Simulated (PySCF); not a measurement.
Ionisation energy of Ni⁺ by level of theory

Ni⁺ [Ar] 3d9 (2D) → Ni²⁺ [Ar] 3d8 (3F), as a difference of total energies. All numbers are calculated (PySCF 2.14, scalar relativity by spin-free X2C-1e, in ANO-RCC-VTZP (6s5p3d2f1g, 59 functions)). Correlated levels: valence: [Ar] frozen. The calculations carry no spin-orbit coupling.

Question: Order these methods by the ionisation energy they give, lowest first.
A. SCS-MP2 (valence)
B. MP2 (valence)
C. CCSD(T) (valence)
D. UHF

Answer: D (15.068 eV), C (17.821 eV), A (18.095 eV), B (18.411 eV).

A first-order spin-orbit estimate (lowest level to lowest level, LS coupling) adds -0.054 eV.

Errors of the correlated levels include the incompleteness of this basis and the frozen core.

For comparison: 18.169 eV (measured; NIST Atomic Spectra Database, ionization energies).
